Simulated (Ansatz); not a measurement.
System: sum formula HSiOCl$_{2}$ (charge 0, doublet). It need not be the lowest isomer of its formula. SMILES: O[Si](Cl)Cl
Coordinates optimised at B3LYP-D3(BJ)/def2-TZVP (Ansatz, a quantum-chemistry and plane-wave program):
```
Si
O 1 1.6390
H 2 0.9631 1 117.96
Cl 1 2.0584 2 106.29 3 160.47
Cl 1 2.0772 2 109.92 3 40.96
```
Charge 0, spin multiplicity 2.

Parts of the frozen-core correlation energy in cc-pwCVTZ (Ansatz, hartree). Frozen orbitals: 16; correlated occupied orbitals by spin: 13 and 12; virtual: 205 and 206. Open shells are spin-unrestricted. Spin-orbit coupling is left out. Non-relativistic.

```json
[
 {"term": "reference (HF)", "value": "-1283.59149"},
 {"term": "MP2 opposite-spin", "value": "-0.53649"},
 {"term": "MP2 same-spin", "value": "?"},
 {"term": "CCSD correlation", "value": "?"},
 {"term": "(T)", "value": "?"},
 {"term": "T1 diagnostic", "value": "0.013"},
 {"term": "largest doubles amplitude", "value": "0.019"},
 {"term": "<S^2> of the reference", "value": "0.755"}
]
```

### Question
What belongs in the gaps?

### Answer

- MP2 same-spin, value: -0.18591
- CCSD correlation, value: -0.75640
- (T), value: -0.03240
